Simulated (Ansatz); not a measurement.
System: sum formula H₄SiNO₃ (charge 0, doublet). It need not be the lowest isomer of its formula. 
Coordinates optimised at B3LYP-D3(BJ)/def2-TZVP (Ansatz, a program for electronic structure):
```xyz
9

N     -1.4829    -0.7132    -0.0706
Si     0.0829     0.0195     0.0199
O      0.4089    -0.3829     1.5495
O      0.0192     1.6290    -0.2789
O      1.0351    -0.6624    -1.1131
H     -1.5530    -1.7141    -0.1912
H     -2.2487    -0.3542     0.4810
H     -0.0499     2.2129     0.4805
H      1.3654    -0.0955    -1.8141
```
Charge 0, spin multiplicity 2.

Total electronic energies in hartree. Cores are frozen in the correlated levels unless marked. UHF or UKS for open shells. Spin-orbit coupling is left out. Non-relativistic unless marked X2C. CBS(X,Y): correlation extrapolated as X^-3; Hartree-Fock from the larger set. [CCSD(T)-MP2]/basis is that difference in the basis named.

| level | program | energy (Eh) |
|---|---|---|
| HF/STO-3G | Ansatz | -563.22925 |
| HF/6-31G | Ansatz | -570.20548 |
| HF/cc-pV(D+d)Z | Ansatz | -570.44515 |
| HF/cc-pVTZ | Ansatz | -570.56937 |
| RI-HF/cc-pV(Q+d)Z | Ansatz | -570.60672 |
| PBE-D4/def2-TZVPD | Ansatz + dftd4 | -572.13830 |
| r2SCAN-D3(BJ)/def2-TZVPD | Ansatz + dftd3 | -572.42497 |
| PBE0/STO-3G | Ansatz | -564.66839 |
| PBE0/6-31G* | Ansatz | -571.96063 |
| PBE0/def2-TZVP | Ansatz | -572.14975 |
| HSE06-D3(BJ)/def2-TZVPD | Ansatz + dftd3 | -572.13880 |
| CAM-B3LYP-D3(BJ)/def2-TZVPD | Ansatz + dftd3 | -572.50190 |
| MP2/cc-pV(D+d)Z | Ansatz | -571.22062 |
| SCS-MP2/cc-pVTZ | Ansatz | -571.54675 |
| CCSD/6-31G | Ansatz | -570.71906 |
| CCSD/cc-pV(T+d)Z | Ansatz | -571.60369 |
| CCSD/cc-pwCVTZ | Ansatz | -571.62461 |
| CCSD/cc-pV(Q+d)Z | Ansatz | -571.70446 |
| CCSD(T)/STO-3G | Ansatz | -563.42310 |
| CCSD(T)/6-31G | Ansatz | -570.72853 |
| X2C-CCSD(T)/cc-pVTZ-DK | Ansatz | -572.41666 |
| RI-MP2/CBS(cc-pV(T+d)Z,cc-pV(Q+d)Z)+[CCSD(T)-MP2]/cc-pV(Q+d)Z | Ansatz | -571.8062 |
| CCSD(T)/CBS(cc-pV(T+d)Z,cc-pV(Q+d)Z) | Ansatz | -571.8042 |

Totals of different functionals don't rank their quality; only differences between species are comparable.
